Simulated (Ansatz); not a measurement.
**C2H4BBr: structure from calculated spectroscopic constants**

These gas-phase data were calculated for one isomer of C2H4BBr at B3LYP/6-31G* (harmonic, unscaled wavenumbers; equilibrium rotational constants with average atomic masses):

```
rotational constants            : 39.49, 1.698, 1.628 GHz
all wavenumbers above 1500 cm⁻¹ : 3232, 3161, 3149, 2699, 1669
```

Candidates:

(1) `C=CBBr`, a singlet
(2) `BrB1CC1`, a singlet

Question: Which structure fits?

Answer: Candidate (1). The band at 2699 cm⁻¹ lies where the B–H stretch is expected; (2) has no mode between 2350 and 2900 cm⁻¹.

The same quantities for all candidates:

```tsv
	rotational constants (GHz)	wavenumbers above 1500 cm⁻¹	E above the lowest, B3LYP/6-31G* (kcal/mol)
(1)	39.49, 1.698, 1.628	3232, 3161, 3149, 2699, 1669	0.0
(2)	20.38, 2.161, 2.005	3190, 3176, 3118, 3117	17.5
```

Harmonic stretches to hydrogen usually lie a few per cent above observed fundamentals. Each candidate is one conformer. Programs: Ansatz 0.2.0.
